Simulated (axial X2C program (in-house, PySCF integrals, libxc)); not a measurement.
## AsH⁻: cheaper levels and CCSD(T), 2c

Calculated with an in-house relativistic program for diatomic molecules. Two-component (2c) means X2C with spin–orbit coupling and atomic mean-field two-electron Coulomb and Gaunt terms. Basis: As dyall-acv3z [10s10p7d5f1g], H dyall-av3z [7s3p2d] (cores contracted in-house); Gaussian nuclei, density fitting, unrestricted open shells. Masses: As 74.922 u, H 1.008 u.

State: Ω = 3/2 (⟨Sz⟩ = 0.50, ⟨Lz⟩ = 1.00 at HF); fragments As- + H for PBE0, HF, MP2; As + H- for CCSD, TPSSh, CCSD(T).

```tsv
level	Re (Å)	ωe (cm⁻¹)	De (eV)
PBE0	1.541	2051.4	n/a
HF	1.531	2129.8	n/a
MP2	1.537	2101.0	2.96
CCSD	1.545	2039.3	2.92
TPSSh	1.543	2034.9	3.18
```

Correlated methods: 7 electrons correlated (number of frozen shells: As 3 s, 2 p, 1 d; H none), 213 virtual spin orbitals or spinors in MP2, 90 natural virtuals in coupled cluster.

CCSD(T), same Hamiltonian and basis:

Re = 1.548 Å, ωe = 2023.7 cm⁻¹, De = 3.02 eV; T1 = 0.016 (Lee–Taylor normalisation).

Task: Give the differences from CCSD(T) in the columns below.

Result: 

```tsv
level	ΔRe (Å)	Δωe (cm⁻¹)	ΔDe (eV)
PBE0	-0.007	28	n/a
HF	-0.017	106	n/a
MP2	-0.011	77	n/a
CCSD	-0.003	16	-0.10
TPSSh	-0.005	11	0.16
```

The state is one determinant whose occupation by symmetry is held fixed; it was picked as the lowest of a PBE0 search that is not exhaustive. De is counted from the lowest determinant-based energies of the atoms at the same level, without counterpoise correction. De is not given where an atomic determinant may have missed its ground term or J level, or where the truncated virtual space spoils (T). Density functionals use the spin component along the axis (collinear). CCSD and (T) use frozen natural virtuals with an MP2 correction for the truncation; (T) itself is uncorrected, so its De runs slightly low. The functionals have no current-density term, which raises determinants with orbital currents, atoms included. The highest occupied level of some functionals is positive through self-interaction error; at Hartree–Fock it is bound.
